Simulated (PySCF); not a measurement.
## [PbBr3]− relaxed at several levels

Computed with PySCF 2.14.0, def2-SVP on the ligands, density fitting, scalar-relativistic core potentials, no spin-orbit coupling, vacuum. Each row is relaxed at its own level from the same template. Distances are means of the shortest metal–ligand contacts, charges and spins Mulliken's; removal energies are rigid, with the ligand's formal charge and no counterpoise, so too large; for an anion taken off a cation in vacuum most of it is the attraction of opposite charges, and multiply charged cations can part far more cheaply with an electron moved from ligand to metal.

```json
{"level": "PBE", "basis on the metal": "def2-SVP with ECP60", "point group": "C3v", "M–Br (Å)": "2.780", "charge on M (e)": "0.46", "HOMO–LUMO gap (eV)": "3.62", "removal of one Br (eV)": "2.79", "strongest infrared band, degenerate modes summed (cm⁻¹)": "173", "unstable modes (below −25 cm⁻¹)": "0"}
```

Question: What does the calculation give for B3LYP, def2-SVP with ECP60?

Answer: point group: C3v, M–Br (Å): 2.788, charge on M (e): 0.55, HOMO–LUMO gap (eV): 4.83, removal of one Br (eV): 2.71, strongest infrared band, degenerate modes summed (cm⁻¹): 171, unstable modes (below −25 cm⁻¹): 0.
```xyz
4

Pb    0.0032   -0.7955    0.0000
Br   -1.2498    0.4067    2.1820
Br   -1.2498    0.4067   -2.1820
Br    2.5255    0.3910    0.0000
```

Moved off a saddle point of the template and relaxed again: B3LYP, PBE. One start shape was tried for each, so a minimum needn't be the lowest isomer.
